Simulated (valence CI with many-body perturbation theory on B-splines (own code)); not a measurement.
Energy levels of Ho LXII

Computed by configuration interaction combined with many-body perturbation theory (CI+MBPT): four valence electrons over a frozen Dirac-Fock core [He], radial functions for each j: 11 s, 11 p, 10 d, 8 f, 5 g, 2 h, with the one-electron correlation potential Σ1 (screened to all orders), the two-electron term Σ2, the three-electron term Σ3, Breit, model QED; selected single and double excitations, second order for the rest, scaled by the run's own slope (own B-spline code, finite nucleus).

The last digits are not significant, and no measured levels were compared; by estimate large intervals hold to a few tenths of a per cent, small ones and those within an open d or f shell to about a per cent. Among the levels kept, up to 910 cm⁻¹ of a level comes from second order outside the variational space, and about a tenth of that is noise between levels of different J, which matters for small intervals.

Levels 91 to 135 of 209, with energies above the lowest level, (2s^2 2p1/2^2) J=0. "Leading %" is the weight of the configuration and term that name the level; weights of strongly mixed levels are sums over their largest components and can fall short. In the jj column 3d3/2^4 stands for four electrons in 3d with j = 3/2.

| No. | Configuration | Term | J | E (× 10³ cm⁻¹) | Leading % | g | Second component | Leading jj |
| --- | --- | --- | --- | --- | --- | --- | --- | --- |
| 91 | 2s 2p2 3d | 3G | 4 | 79097 | 34 | 1.149 | 26 % 2s 2p2 3d 5F | 2s 2p1/2 2p3/2 3d3/2 (94 %) |
| 92 | 2s 2p2 3d | 3D | 3 | 79164 | 31 | 1.258 | 27 % 2s 2p2 3d 3F | 2s 2p1/2 2p3/2 3d3/2 (96 %) |
| 93 | 2s 2p2 3p | 3P° | 0 | 79174 | 80 |  | 20 % 2s 2p2 3p 1S° | 2s 2p1/2 2p3/2 3p3/2 (100 %) |
| 94 | 2s 2p2 3p | 1D° | 2 | 79199 | 40 | 1.092 | 23 % 2s 2p2 3p 3D° | 2s 2p1/2 2p3/2 3p3/2 (98 %) |
| 95 | 2s 2p2 3p | 3P° | 1 | 79210 | 32 | 1.362 | 31 % 2s 2p2 3p 3S° | 2s 2p1/2 2p3/2 3p3/2 (97 %) |
| 96 | 2s 2p2 3d | 3D | 2 | 79244 | 31 | 1.320 | 18 % 2s 2p2 3d 5P | 2s 2p1/2 2p3/2 3d3/2 (93 %) |
| 97 | 2s 2p2 3p | 3P° | 1 | 79252 | 51 | 1.194 | 26 % 2s 2p2 3p 1P° | 2s 2p1/2 2p3/2 3p3/2 (99 %) |
| 98 | 2s 2p2 3d | 5D | 4 | 79308 | 47 | 1.373 | 31 % 2s 2p2 3d 5F | 2s 2p1/2 2p3/2 3d5/2 (98 %) |
| 99 | 2s 2p2 3d | 5P | 1 | 79316 | 31 | 1.781 | 29 % 2s 2p2 3d 3P | 2s 2p1/2 2p3/2 3d3/2 (91 %) |
| 100 | 2s 2p2 3d | 3F | 2 | 79460 | 42 | 1.140 | 22 % 2s 2p2 3d 5D | 2s 2p1/2 2p3/2 3d5/2 (78 %) |
| 101 | 2s 2p2 3d | 3F | 3 | 79539 | 44 | 1.277 | 27 % 2s 2p2 3d 5P | 2s 2p1/2 2p3/2 3d5/2 (93 %) |
| 102 | 2s 2p2 3d | 1P | 1 | 79552 | 23 | 0.909 | 21 % 2s 2p2 3d 5F | 2s 2p1/2 2p3/2 3d5/2 (52 %) |
| 103 | 2s 2p2 3d | 3F | 2 | 79583 | 50 | 1.058 | 39 % 2s 2p2 3d 3P | 2s 2p1/2 2p3/2 3d3/2 (66 %) |
| 104 | 2s 2p2 3d | 3G | 5 | 79610 | 61 | 1.255 | 39 % 2s 2p2 3d 5F | 2s 2p1/2 2p3/2 3d5/2 (100 %) |
| 105 | 2s 2p2 3d | 3G | 3 | 79611 | 46 | 0.893 | 30 % 2s 2p2 3d 1F | 2s 2p1/2 2p3/2 3d3/2 (97 %) |
| 106 | 2s 2p2 3d | 3D | 1 | 79714 | 69 | 0.786 | 16 % 2s 2p2 3d 3P | 2s 2p1/2 2p3/2 3d3/2 (70 %) |
| 107 | 2s 2p2 3d | 3D | 1 | 79793 | 66 | 0.809 | 20 % 2s 2p2 3d 3P | 2s 2p1/2 2p3/2 3d3/2 (61 %) |
| 108 | 2s 2p2 3d | 3D | 3 | 79796 | 60 | 1.254 | 16 % 2s 2p2 3d 1F | 2s 2p1/2 2p3/2 3d5/2 (97 %) |
| 109 | 2s 2p2 3d | 3F | 2 | 79798 | 33 | 1.012 | 20 % 2s 2p2 3d 1D | 2s 2p1/2 2p3/2 3d3/2 (89 %) |
| 110 | 2s 2p2 3d | 3F | 4 | 79835 | 57 | 1.199 | 24 % 2s 2p2 3d 1G | 2s 2p1/2 2p3/2 3d5/2 (96 %) |
| 111 | 2s 2p2 3d | 3P | 0 | 79853 | 92 |  | 8 % 2s 2p2 3d 1S | 2s 2p1/2 2p3/2 3d3/2 (89 %) |
| 112 | 2s 2p2 3d | 1D | 2 | 79896 | 50 | 1.079 | 16 % 2s 2p2 3d 3D | 2s 2p1/2 2p3/2 3d5/2 (78 %) |
| 113 | 2s 2p2 3d | 1P | 1 | 79983 | 57 | 1.056 | 22 % 2s 2p2 3d 3P | 2s 2p1/2 2p3/2 3d5/2 (78 %) |
| 114 | 2s 2p2 3d | 1S | 0 | 80015 | 55 |  | 42 % 2s 2p2 3d 3P | 2s 2p1/2 2p3/2 3d5/2 (88 %) |
| 115 | 2s 2p2 3d | 3D | 3 | 80198 | 41 | 1.231 | 27 % 2s 2p2 3d 3F | 2s 2p1/2 2p3/2 3d5/2 (98 %) |
| 116 | 2s 2p2 3d | 3F | 4 | 80244 | 45 | 1.113 | 31 % 2s 2p2 3d 3G | 2s 2p1/2 2p3/2 3d5/2 (100 %) |
| 117 | 2s 2p2 3d | 3P | 2 | 80338 | 48 | 1.209 | 19 % 2s 2p2 3d 3D | 2s 2p1/2 2p3/2 3d5/2 (98 %) |
| 118 | 2s 2p2 3d | 1F | 3 | 80348 | 43 | 1.065 | 32 % 2s 2p2 3d 3F | 2s 2p1/2 2p3/2 3d5/2 (99 %) |
| 119 | 2s 2p2 3d | 3P | 1 | 80349 | 45 | 1.428 | 25 % 2s 2p2 3d 3S | 2s 2p1/2 2p3/2 3d5/2 (99 %) |
| 120 | 2s 2p2 3d | 3D | 2 | 80372 | 43 | 1.127 | 26 % 2s 2p2 3d 1D | 2s 2p1/2 2p3/2 3d5/2 (99 %) |
| 121 | 2p3 3p | 3D | 3 | 81039 | 48 | 1.322 | 24 % 2p3 3p 5P | 2p1/2^2 2p3/2 3p3/2 (97 %) |
| 122 | 2p3 3p | 3P | 1 | 81043 | 34 | 1.339 | 25 % 2p3 3p 1P | 2p1/2^2 2p3/2 3p3/2 (97 %) |
| 123 | 2p3 3p | 3P | 2 | 81249 | 43 | 1.313 | 16 % 2p3 3p 1D | 2p1/2^2 2p3/2 3p3/2 (97 %) |
| 124 | 2p3 3p | 3P | 0 | 81437 | 69 |  | 29 % 2p3 3p 1S | 2p1/2^2 2p3/2 3p3/2 (98 %) |
| 125 | 2p3 3d | 3D° | 2 | 81578 | 32 | 1.030 | 20 % 2p3 3d 3F° | 2p1/2^2 2p3/2 3d3/2 (98 %) |
| 126 | 2p3 3d | 3F° | 3 | 81636 | 27 | 1.079 | 20 % 2p3 3d 3G° | 2p1/2^2 2p3/2 3d3/2 (97 %) |
| 127 | 2p3 3d | 3D° | 1 | 81667 | 34 | 1.085 | 27 % 2p3 3d 3P° | 2p1/2^2 2p3/2 3d3/2 (98 %) |
| 128 | 2p3 3d | 3P° | 0 | 81690 | 63 |  | 25 % 2p3 3d 5D° | 2p1/2^2 2p3/2 3d3/2 (98 %) |
| 129 | 2p3 3d | 3F° | 4 | 82164 | 50 | 1.240 | 25 % 2p3 3d 5D° | 2p1/2^2 2p3/2 3d5/2 (99 %) |
| 130 | 2p3 3d | 3D° | 2 | 82256 | 34 | 1.228 | 22 % 2p3 3d 3P° | 2p1/2^2 2p3/2 3d5/2 (98 %) |
| 131 | 2p3 3d | 3D° | 3 | 82376 | 47 | 1.202 | 17 % 2p3 3d 1F° | 2p1/2^2 2p3/2 3d5/2 (97 %) |
| 132 | 2p3 3d | 3D° | 1 | 82469 | 33 | 1.063 | 28 % 2p3 3d 1P° | 2p1/2^2 2p3/2 3d5/2 (98 %) |
| 133 | 2s 2p2 3s | 5P | 3 | 83014 | 62 | 1.511 | 38 % 2s 2p2 3s 3D | 2s 2p3/2^2 3s (100 %) |
| 134 | 2s 2p2 3s | 3P | 2 | 83213 | 54 | 1.339 | 20 % 2s 2p2 3s 3D | 2s 2p3/2^2 3s (99 %) |
| 135 | 2s 2p2 3p | 3P° | 2 | 83803 | 27 | 1.550 | 24 % 2s 2p2 3p 5P° | 2s 2p3/2^2 3p1/2 (100 %) |
